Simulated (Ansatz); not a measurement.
`C[SiH](F)[InH2]` → `[CH3][InH2]` + `F[SiH]`  (silylene formation by 1,1-elimination)

Calculated with Ansatz (gas phase, PBE0-D4/def2-TZVP geometries, no zero-point term in ΔE). CBS: MP2 limit from def2 TZ/QZ plus the TZ coupled-cluster correction, frozen cores. This one scheme is used for every species. DFT in def2-TZVPP. Elements past krypton have def2 core potentials. For In outer-core shells are correlated without core-valence functions, which leaves a few kJ/mol of doubt a bond.

`C[SiH](F)[InH2]`:

Z-matrix (Å, degrees):
```
C
Si 1 1.867
H 1 1.093 2 110.4
H 1 1.094 2 109.9 3 119.3
H 1 1.092 2 111.8 3 -120.6
F 2 1.615 1 107.8 3 56.9
In 2 2.586 1 114.0 3 179.5
H 2 1.494 1 108.6 3 -57.4
H 7 1.728 2 123.2 1 -124.1
H 7 1.734 2 119.6 1 56.3
```

`[CH3][InH2]`:

Z-matrix (Å, degrees):
```
C
In 1 2.153
H 1 1.091 2 110.7
H 1 1.090 2 111.6 3 122.1
H 1 1.093 2 109.1 3 -118.2
H 2 1.731 1 120.0 3 40.5
H 2 1.730 1 120.8 3 -140.1
```

`F[SiH]`:

```xyz
3

F    -0.825    0.667    0.644
Si   -0.303   -0.231   -0.589
H     1.128   -0.435   -0.056
```

CCSD(T)/CBS gives +242.7 kJ/mol.

Task: Another level gave +226.4 kJ/mol. Which?
A. BLYP-D4/def2-TZVPP
B. CCSD(T)/def2-TZVPP
C. revPBE-D4/def2-TZVPP
D. PBE-QIDH/def2-TZVPP

Result: A. BLYP-D4 226.4, CCSD(T)/def2-TZVPP 234.2, revPBE-D4 244.3, PBE-QIDH 261.6 kJ/mol.

Largest T1 diagnostic among the species: 0.015.

In def2-TZVPP, CCSD(T) changes the Hartree–Fock value by +3.6 kJ/mol (the triples alone add +1.6 kJ/mol) and MP2 by +17.0 kJ/mol. From PBE to PBE0 (25 % exact exchange), in def2-TZVPP and without D4, ΔE moves by +12.3 kJ/mol.

CCSD(T)/CBS has its own doubt, a few kJ/mol and more with outer-core shells, so smaller differences from it don't rank the levels.
